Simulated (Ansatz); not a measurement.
C₂H₇BSn, SMILES `B/C=[CH]/[SnH3]`. The species carries charge 0 and has multiplicity 1. Sn takes the def2 core potential.

```tsv
atom	x (Å)	y (Å)	z (Å)
B1	0.018	0.564	-2.346
C2	0.014	0.651	-0.811
C3	-0.007	-0.465	-0.062
Sn4	-0.016	-0.494	2.078
H5	0.036	1.544	-3.034
H6	0.003	-0.518	-2.860
H7	0.027	1.619	-0.309
H8	-0.020	-1.421	-0.585
H9	-1.390	0.345	2.644
H10	-0.054	-2.108	2.629
H11	1.389	0.283	2.656
```

Question: What are the harmonic wavenumbers in cm⁻¹ at PBE0-D4/def2-TZVP (Ansatz, finite differences of forces, unscaled)? (An estimate is asked.)

Answer: Ansatz gave: 86i, 106, 162, 257, 290, 444, 468, 616, 689, 722, 725, 751, 858, 1017, 1034, 1058, 1208, 1246, 1329, 1613, 1948, 1948, 1953, 2573, 2655, 3116, 3134.

Question: Is this a minimum?

Answer: No: 1 imaginary mode, so it is a saddle point.
